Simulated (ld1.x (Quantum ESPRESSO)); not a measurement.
## An all-electron radial function and its pseudo partner (Zr (Z = 40))

Columns: radius, all-electron u(r) and pseudo u(r) of the 4d shell (level -28.13 eV) of zirconium in the configuration [Ar] 3d10 4s2 4p6 4d1 5s0 5p0; BLYP, scalar-relativistic, TM scheme, ld1.x (Quantum ESPRESSO) 7.5.

| r (bohr) | all-electron | pseudo |
| --- | --- | --- |
| 0.098 | 0.1112 | -0.0016 |
| 0.195 | 0.2990 | -0.0119 |
| 0.292 | 0.3605 | -0.0381 |
| 0.390 | 0.2941 | -0.0846 |
| 0.488 | 0.1541 | -0.1514 |
| 0.585 | -0.0117 | -0.2338 |
| 0.682 | -0.1771 | -0.3261 |
| 0.780 | -0.3290 | -0.4217 |
| 0.878 | -0.4589 | -0.5125 |
| 0.975 | -0.5639 | -0.5923 |
| 1.072 | -0.6455 | -0.6587 |
| 1.170 | -0.7059 | -0.7109 |
| 1.268 | -0.7469 | -0.7483 |
| 1.365 | -0.7710 | -0.7712 |
| 1.463 | -0.7815 | -0.7815 |
| 1.560 | -0.7808 | -0.7808 |
| 1.658 | -0.7710 | -0.7710 |
| 1.755 | -0.7543 | -0.7543 |
| 1.852 | -0.7322 | -0.7322 |
| 1.950 | -0.7059 | -0.7059 |
| 2.047 | -0.6768 | -0.6768 |
| 2.145 | -0.6455 | -0.6455 |
| 2.242 | -0.6133 | -0.6133 |
| 2.340 | -0.5801 | -0.5801 |
| 2.438 | -0.5468 | -0.5468 |
| 2.535 | -0.5141 | -0.5141 |

(1) How many radial nodes do the two functions have?

(2) At about which radius was the pseudo-wave matched?

(3) Where does each function peak?

(4) Is the pseudo-wave norm-conserving?

Answers

(1) The all-electron 4d function has n − l − 1 = 1; the pseudo-wave has 0, since the states of the same l below it are removed with the core.

(2) 1.55 bohr. The columns agree to 0.0005 from 1.36 bohr on; several derivatives are matched, so the curves merge somewhat inside the radius.

(3) Outermost all-electron maximum near 1.46 bohr, pseudo maximum near 1.46 bohr (to the table’s step).

(4) Yes: the TM scheme keeps the norm inside the radius equal to the all-electron one, which fixes the energy derivative of the logarithmic derivative at the level.
